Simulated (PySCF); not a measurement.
Correlation energy of Ga²⁺ (gallium, charge +2)

[Ar] 3d10 4s1, 2S determinant. All numbers are calculated (PySCF 2.14, the spin-free X2C one-electron Hamiltonian (Gaussian nucleus), in ANO-RCC-VTZP (6s5p3d1f, 43 functions)). Frozen: [Ne]; 19 electrons correlated.

MP2 pair energies summed by pair of shells (mhartree):

```csv
pair,energy,share (%)
3d-3d,-350.31,59.1
3p-3d,-135.53,22.8
3s-3d,-33.46,5.6
3p-3p,-31.84,5.4
3d-4s,-25.64,4.3
3s-3p,-11.12,1.9
3p-4s,-2.97,0.5
3s-3s,-2.06,0.3
3s-4s,-0.23,0.0
```

Total MP2 correlation energy: -593.16 mhartree.

Same-spin part -215.41 and opposite-spin part -377.75 mhartree; SCS-MP2 scales them by 1/3 and 6/5 to -525.10 mhartree.
